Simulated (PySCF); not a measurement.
C₈H₁₀.
Cartesian coordinates in Å at the PBE0-D3(BJ)/def2-SVP level; atoms count from 1:
```xyz
18
C8H10 angstrom
C      2.896   -0.252   -0.314
C      1.616   -0.489   -0.018
C      0.468    0.307   -0.536
C     -0.524    1.003    0.442
C     -1.088   -0.124    1.329
C     -1.728   -0.656    0.059
C     -1.671    0.700   -0.587
C     -0.769   -0.382   -1.100
H      3.703   -0.867    0.092
H      3.184    0.570   -0.980
H      1.373   -1.329    0.644
H      0.823    1.057   -1.261
H     -0.265    1.980    0.868
H     -1.855    0.268    2.013
H     -0.381   -0.752    1.897
H     -2.515   -1.406   -0.040
H     -2.432    1.311   -1.071
H     -0.853   -0.937   -2.037
```

Linear response at CAM-B3LYP/def2-SVPD (PySCF, frozen core in the response, non-relativistic).

Static isotropic polarisability: 86.28 au (12.79 Å³), principal values 74.0, 78.3, 106.5 au.

**Question.** What is the polarisability at 1064 nm and at the sodium D line?

**Answer.** 87.02 au at 1064 nm (+0.9 %), 88.78 au at 589.3 nm (+2.9 %). The rise at 589.3 nm is 3.38 times that at 1064 nm; a pure ω² law gives 3.26. The lowest singlet lies at 178 nm, shorter than both wavelengths.

**Question.** What is the isotropic C6 coefficient between two such molecules, C6 = (3/π)∫α(iω)² dω?

**Answer.** 3099 au (Eh·bohr⁶) by a ten-point quadrature over imaginary frequencies, which is 1850 eV·Å⁶ or 179 J·nm⁶/mol.

**Question.** Which effective excitation energy ω̄ makes London's formula C6 = (3/4)α²ω̄ exact here?

**Answer.** ω̄ = 4·C6/(3α²) = 0.555 Eh = 15.1 eV. A one-pole form α(ω) = α/(1 − ω²/ω̄²) fitted to the 1064 nm value gives 12.7 eV.

**Question.** How anisotropic is the static polarisability, by Δα² = ½[(α1 − α2)² + (α2 − α3)² + (α3 − α1)²]?

**Answer.** Δα = 30.6 au, or 0.35 of the isotropic value.

**Question.** The lowest 6 singlets have (eV, f): 6.95, 0.001; 7.14, 0.493; 7.27, 0.088; 7.30, 0.004; 7.50, 0.011; 7.62, 0.001. What share of the static polarisability do they carry in the sum over states α = Σ f/ω²?

**Answer.** 8.64 au, 10.0 % of α; the largest term, 7.17 au, is that of the state at 7.14 eV. Their oscillator strengths add up to 0.60. Higher states carry the rest.

**Question.** What molar refraction at the D line follows from R = (4π/3)·N_A·α′, with α′ the polarisability volume?

**Answer.** α′ = 13.16 Å³ gives R = 33.18 cm³/mol, for isolated, non-vibrating species.

**Question.** How many electrons N does the Slater–Kirkwood formula C6 = (3/4)·√N·α^(3/2) need to give this C6?

**Answer.** N = (4·C6/3)²/α³ = 26.6; the species has 58 electrons in all.

**Question.** What three-body coefficient follows from the one-pole estimate C9 = (3/4)·α·C6?

**Answer.** 201000 au. This is an estimate from the two numbers above, not a computed integral.

**Question.** What n − 1 at the D line would an ideal gas of it have at 273.15 K and 1 atm (2.6868 × 10¹⁹ cm⁻³), by n − 1 = 2π·N·α′?

**Answer.** 22.21 × 10⁻⁴, a formal value whether or not that pressure can be reached.

One conformer stands for the species.
